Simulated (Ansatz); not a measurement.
F2 (SMILES FF), singlet, geometry from GFN2-xTB; Ansatz (a quantum-chemistry and plane-wave program) with MP2/6-31G*.

The Ansatz input:
Ansatz 0.2 input:
```yaml
crystal:
  periodic: [false, false, false]
  atoms:
    - {symbol: F, position_ang: [-0.00000000, -0.00000000, -0.70158239]}
    - {symbol: F, position_ang: [0.00000000, 0.00000000, 0.70158239]}
basis:
  gaussian:
    orbitals: 6-31G*
magnetization: {spin_polarized: false}
correlation: {method: mp2}
```

What the program printed (banner, timings and long lists left out):

```
Functional definition: HF
254 factors; integrals over basis functions are off by at most 8.2e-4 eV
mean field evaluation 1: about -5405.7118 eV, gradient 1.7e1 eV
mean field evaluation 2: about -5405.7179 eV, gradient 1.7e1 eV
mean field evaluation 4: about -5406.2132 eV, gradient 9.2e-1 eV
mean field evaluation 8: about -5406.2150 eV, gradient 4.6e-4 eV
mean field -5406.21501307 eV, -198.6747372662 hartree, gradient 3.2e-6 eV, S^2 0.000000; 0 other end points of the search recorded, 0 dependent functions left out; unrestricted orbitals would lower it
mean field evaluation 16: about -5406.4007 eV, gradient 7.3e-2 eV
2 core orbitals not correlated
reference -5406.21501307 eV, -198.6747372662 hartree; 7, 7 occupied and 21, 21 virtual orbitals, 254 factors
second order -9.79439012 eV of doubles, -0.00000000 eV of singles
Total energy: -5416.00940319 eV, -199.0346744641 hartree
```
